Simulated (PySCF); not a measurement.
Bonding in `CC=P12C=CC(C=C1)C=C2`

Species: C9H11P.
Atom-mapped SMILES: `[CH3:1][CH:2]=[P@:3]12[CH:4]=[CH:5][C@H:6]([CH:7]=[CH:8]1)[CH:9]=[CH:10]2` (hydrogens: H11, H12, H13 on C1; H14 on C2; H15 on C4; H16 on C5; H17 on C6; H18 on C7; H19 on C8; H20 on C9; H21 on C10)

Geometry (GFN2-xTB, Å), atoms numbered from 1 in this order:
```xyz
21
C9H11P angstrom
C      3.084    0.934    0.094
C      2.156   -0.103    0.695
P      0.479    0.054    0.387
C      0.111   -0.168   -1.370
C     -1.158   -0.444   -1.633
C     -2.139   -0.486   -0.481
C     -2.096    0.857    0.208
C     -0.927    1.265    0.671
C     -1.635   -1.523    0.502
C     -0.418   -1.379    1.006
H      3.174    1.848    0.687
H      2.751    1.212   -0.905
H      4.080    0.500    0.011
H      2.322   -0.258    1.764
H      0.907   -0.140   -2.095
H     -1.539   -0.648   -2.622
H     -3.145   -0.728   -0.827
H     -3.017    1.416    0.287
H     -0.768    2.202    1.183
H     -2.295   -2.342    0.744
H      0.065   -2.054    1.694
```

Bond orders from the PBE0/pcSseg-1 density (PySCF). Geometry: GFN2-xTB; no solvent, vibrations or thermal averaging.

Q: How far do the computed orders between heavy atoms stray from the drawn ones?

A: The largest departure is 0.511, at C2–P3 (drawn double, 1.489). Drawn single, order below 0.88: C8–P3 (0.778). Drawn double or triple, more than 0.30 short of the drawn order: C2–P3 (1.489).

Q: Give the Mayer order of every bond between heavy atoms, beside its length.

A: 
```tsv
bond	drawn as	length (Å)	Mayer order
C1–C2	single	1.516	1.047
C2–P3	double	1.713	1.489
P3–C4	single	1.809	0.934
C4–C5	double	1.324	1.850
C5–C6	single	1.515	0.976
C6–C7	single	1.510	0.982
C7–C8	double	1.323	1.860
C6–C9	single	1.515	0.976
C9–C10	double	1.325	1.847
C8–P3	single	1.876	0.778
C10–P3	single	1.801	0.957
```

Bonds between the same two heavy elements. C–C: lowest C5–C6 and C6–C9 (0.976, 1.515 Å), highest C7–C8 (1.860, 1.323 Å); in 1 of the 21 pairs the longer bond (by over 0.003 Å) has the higher order (by 0.02 or more). C–P: lowest C8–P3 (0.778, 1.876 Å), highest C2–P3 (1.489, 1.713 Å). Bonds named together lie within 0.004.

Q: And the bonds to hydrogen?

A: C–H: 0.93 to 0.97 (11 bonds).

Q: Sum the orders of all bonds at each heavy atom with more than one neighbour and set the sums beside the valence in the SMILES.

A: C1 3.936 (drawn 4), C2 3.466 (drawn 4), P3 4.158 (drawn 5), C4 3.747 (drawn 4), C5 3.797 (drawn 4), C6 3.893 (drawn 4), C7 3.814 (drawn 4), C8 3.611 (drawn 4), C9 3.793 (drawn 4), C10 3.773 (drawn 4). Orders between atoms that aren't bonded are not in these sums.

The Mayer order sums products of elements of PS (density times overlap matrix) between the two atoms' basis functions, so it depends on the basis set.

These values come from a run that also computed NMR shieldings. Rough CPU time on one thread of a shared machine: about 2.2 min.
